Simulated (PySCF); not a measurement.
A side-by-side comparison of computed properties.

First species: C₉H₁₃F.
SMILES: `C1(/C)CC/C=C\[C@@H](F)C/C=1`

Second species: C5H8O2Si2.
Structure used (GFN2-xTB), in Å, numbered top down from 1:
```xyz
17
C5H8O2Si2 angstrom
C      2.752    2.259    0.956
C      2.118    1.242    1.068
Si     1.150   -0.327    1.228
Si     1.567   -1.967   -0.349
O      0.089   -1.798   -1.060
C     -0.819   -0.886   -0.607
C     -0.561   -0.090    0.434
O     -1.405    0.845    0.967
C     -2.662    1.011    0.362
H      3.302    3.151    0.861
H      1.020   -0.634    2.660
H      1.621   -3.366    0.078
H      2.532   -1.726   -1.420
H     -1.730   -0.904   -1.188
H     -3.168    1.792    0.927
H     -3.250    0.088    0.406
H     -2.563    1.323   -0.684
```

Levels: PBE0/pcSseg-1 for HOMO energy, LUMO energy and HOMO–LUMO gap. Geometries: GFN2-xTB. Each structure is a single optimised conformer of the isolated species, non-relativistic unless stated. Electronic properties by PySCF.

The conformers computed, where there is a choice (atom-mapped SMILES and torsion angles):
- `[CH:1]#[C:2][Si@@H:3]1[SiH2:4][O:5][CH:6]=[C:7]1[O:8][CH3:9]`: C6–C7–O8–C9 -1°

The conformers of `C/C1=C/C[C@H](F)/C=C\CC1` aren't listed.

Values for the first species:

* HOMO energy: -6.84 eV
* LUMO energy: 0.08 eV
* HOMO–LUMO gap: 6.92 eV

Q: Estimate the same properties for the second species, and the change in each.

A: 
```tsv
property	first	second	second less first
HOMO energy	-6.84 eV	-6.09 eV	+0.75 eV
LUMO energy	0.08 eV	-0.46 eV	-0.54 eV
HOMO–LUMO gap	6.92 eV	5.63 eV	-1.29 eV
```

